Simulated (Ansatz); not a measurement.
`[OH][Al]([O][SiH3])[O][SiH3]`, relaxed with RKS PBE0-D4/def2-TZVP in Ansatz from a PBE-D4/def2-SVP geometry. The force threshold is 0.005 eV/Å; the program also tests the step.

The species carries charge 0 and has multiplicity 1.

Start:

```xyz
13

O    -1.990   -0.142    2.110
Al   -0.841    0.023    0.858
O    -0.254   -1.387    0.122
Si    0.441   -2.721   -0.575
O    -0.309    1.566    0.360
Si    0.615    2.611   -0.550
H    -2.348    0.642    2.555
H     1.650   -2.322   -1.381
H    -0.545   -3.399   -1.489
H     0.877   -3.700    0.483
H     1.332    3.574    0.358
H     1.640    1.863   -1.363
H    -0.268    3.392   -1.486
```

**Question.** How much energy does the relaxation release, and in how many steps? (Best estimate.)

**Answer.** Ansatz gave: 0.11 eV, in 38 steps, 3 of them rejected.

**Question.** Which bonds change most? (An estimate is asked.)

**Answer.** Computed: O5–Si6 from 1.665 to 1.625 Å; O3–Si4 from 1.659 to 1.623 Å; Al2–O5 from 1.707 to 1.675 Å; Al2–O3 from 1.695 to 1.669 Å.

**Question.** Give the relaxed structure. (Estimate.)

**Answer.** Computed: 
```xyz
13

O    -1.889   -0.204    1.885
Al   -0.705    0.012    0.707
O    -0.035   -1.339   -0.008
Si    0.407   -2.821   -0.501
O    -0.204    1.545    0.255
Si    0.589    2.747   -0.498
H    -2.309    0.530    2.330
H     1.566   -2.718   -1.426
H    -0.719   -3.482   -1.214
H     0.796   -3.660    0.664
H     1.298    3.585    0.505
H     1.585    2.206   -1.461
H    -0.379    3.599   -1.238
```
